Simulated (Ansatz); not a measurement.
## Isomers

Structures of Si₂H₃ClO, singlet, relaxed at PBE0-D4/def2-TZVP (vibrations not checked; lower isomers may exist, and structures with a doubtful reference or unclear bonds are left out). Program: Ansatz 0.2.0. Basis: def2-TZVPP. Cores are frozen in the correlated methods. B3LYP uses VWN-RPA correlation.

Q: Rank them by CCSD(T) energy, lowest first, and give each one's height above the lowest. Links in brackets join atoms within 1.22 times the sum of their covalent radii (1.1 for two metals). (To be estimated.)
A.
Si₂H₃ClO ([Cl][SiH]1[O][SiH2]1)
```
7
angstrom
Cl -0.9570 -3.1716 -0.5768
Si -0.0041 -1.3769 -0.7725
O -1.0058 -0.0395 -0.6464
Si -0.0505 0.1965 0.7461
H 0.7811 -1.4381 -2.0225
H -0.7999 0.0796 2.0195
H 0.7542 1.4421 0.7211
```
B.
Si₂H₃ClO ([OH][SiH][SiH][Cl])
```
7
angstrom
O -1.1512 1.5980 -0.0650
Si -0.3286 0.4475 0.7612
Si 1.1530 -0.9030 -0.2278
Cl 0.4886 -1.4290 -2.1305
H -1.4352 1.3663 -0.9532
H 0.0373 1.0881 2.0526
H 1.2361 -2.1680 0.5628
```
C.
Si₂H₃ClO ([O][SiH][SiH2][Cl])
```
7
angstrom
O -1.8337 1.1249 -1.4219
Si -0.5455 1.1097 -0.6137
Si 0.2589 -0.8695 0.3755
Cl 2.0075 -0.4095 1.3570
H 0.2998 2.3198 -0.3835
H 0.5384 -1.8853 -0.6665
H -0.7254 -1.3903 1.3531
```
D.
Si₂H₃ClO ([O][Si]([SiH3])[Cl])
```
7
angstrom
O -0.4448 -2.2338 1.1166
Si -0.6561 -1.1229 0.1095
Si 0.6035 0.8489 0.0311
Cl -2.0790 -1.1748 -1.3458
H 0.1166 1.7120 -1.0709
H 0.4439 1.5180 1.3447
H 2.0159 0.4526 -0.1852
```

A: By the calculation: A (0.00 kcal/mol), D (13.28 kcal/mol), C (21.40 kcal/mol), B (27.74 kcal/mol). Heights count from the lowest.

Q: Do PBE-D4, r2SCAN-D4, PBE0-D4, B3LYP-D4, wB97M-V, HF, MP2 give the same order? (A judgement: the text doesn't fix the answer.)

A: By the calculation: All do.

No T1 diagnostic of these runs exceeds 0.019. The restricted Hartree–Fock reference is unstable towards an unrestricted one at one or more of these structures. A large double-excitation amplitude points to some diradical character; no triplet was computed.

For scale, one of the runs: CCSD(T)/def2-TZVPP, 199 basis functions, launched by `ansatz run in.yaml --threads 2 --pin off --events-out ev --progress --plain --max-ram 4352MiB`. Time: 73 s of wall clock on 2 CPU threads of an Arm Neoverse V1; the host was shared. Peak host memory: 2.1 GiB.
